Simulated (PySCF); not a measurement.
A PySCF script (with the pyscf-properties extension) for the NMR shieldings of `CO/C=C\[Si@H](C#N)CO[SiH3]`, C$_{5}$H$_{11}$NO$_{2}$Si$_{2}$, on a GFN2-xTB geometry:

```python
import basis_set_exchange as bse
import numpy as np
from pyscf import gto, dft
from pyscf.prop import nmr

atoms = """
C    -2.379800    0.902656    1.993722
O    -1.533155    0.259812    1.070812
C    -2.044352    0.022438   -0.158602
C    -1.404814   -0.763995   -1.021617
Si    0.202490   -1.607262   -0.553531
C    -0.111551   -2.619706    0.992690
N    -0.327850   -3.241676    1.930263
C     1.576778   -0.353932   -0.116296
O     1.824271    0.373993   -1.300067
Si    2.880240    1.573660   -1.553319
H    -1.775924    1.109878    2.875062
H    -2.771593    1.842483    1.590001
H    -3.216724    0.256070    2.276251
H    -2.983108    0.520348   -0.390225
H    -1.831788   -0.894279   -2.001860
H     0.659170   -2.531772   -1.597905
H     2.498265   -0.843772    0.214606
H     1.271481    0.329059    0.681517
H     2.582141    1.844304   -2.950014
H     4.257646    1.127649   -1.317888
H     2.619257    2.710988   -0.664071
"""
names = dict.fromkeys(["C", "O", "Si", "N", "H"], "pcSseg-1")
basis = {el: gto.basis.parse(bse.get_basis(n, elements=[el], fmt="nwchem")) for el, n in names.items()}
mol = gto.M(atom=atoms, basis=basis, charge=0, verbose=0)
mf = dft.RKS(mol, xc="PBE0")
mf.grids.level = 2
mf.grids.alignment = dft.numint.BLKSIZE   # the property module wants whole blocks of grid points
mf.conv_tol = 1e-9
mf.kernel()

calc = nmr.RKS(mf)   # GIAO
C = mf.mo_coeff
Co = C[:, mf.mo_occ > 0]
resp = mf.gen_response(singlet=True, hermi=2)
def vind(x):   # induced exchange potential for any number of trial vectors
    d = np.einsum("pi,xij,qj->xpq", C, 2 * x.reshape(-1, C.shape[1], Co.shape[1]), Co, optimize=True)
    return np.einsum("xpq,pi,qj->xij", resp(d - d.transpose(0, 2, 1)), C, Co, optimize=True).ravel()
mo1, _ = nmr.rhf.solve_mo1(calc, with_cphf=vind)
sigma = calc.kernel(mo1)
for i, s in enumerate(sigma):   # ppm
    print("%2d %-2s %9.2f" % (i, mol.atom_pure_symbol(i), np.trace(s) / 3))
```

Question: Give the expected output.

Answer: 
```
 0 C     126.72
 1 O     208.39
 2 C      15.28
 3 C      92.64
 4 Si    412.94
 5 C      61.37
 6 N     -89.25
 7 C     129.06
 8 O     353.04
 9 Si    381.49
10 H      27.53
11 H      27.88
12 H      27.76
13 H      24.66
14 H      27.09
15 H      27.17
16 H      27.96
17 H      27.58
18 H      26.92
19 H      26.84
20 H      26.87
```

These numbers come from an equivalent density-fitted implementation of the same equations, which agrees with the script to about 0.01 ppm for H and up to a few tenths of a ppm for heavy atoms, so last digits may differ.

Question: Turn these shieldings into chemical shifts. References, each an isolated molecule treated in the same way: 13C (186.93 ppm) and 29Si (349.16 ppm) and 1H (31.72 ppm) vs TMS; 17O (336.08 ppm) against H2O; 15N (267.73 ppm) against NH3.

Answer: Averaging equivalent atoms: C 2: 171.6; C 5: 125.6; C 3: 94.3; C 0: 60.2; C 7: 57.9; O 1: 127.7; O 8: -17.0; Si 9: -32.3; Si 4: -63.8; N 6: 357.0; H 13: 7.05; H 18/19/20: 4.84; H 14: 4.63; H 15: 4.55; H 17: 4.14; H 10/11/12: 4.00; H 16: 3.76 ppm. Experimental scales use liquid or dissolved standards, which lie at an offset from isolated NH3 (liquid NH3: subtract about 20 ppm) and H2O (liquid H2O: subtract about 36 ppm). Unscaled 15N shifts of sp2 nitrogen come out 20 to 40 ppm too high even then.

Size and cost of the density-fitted run: 239 basis functions, 61 s wall time on 1 thread of an Arm Neoverse V2, shared host; peak memory 1.1 GiB.
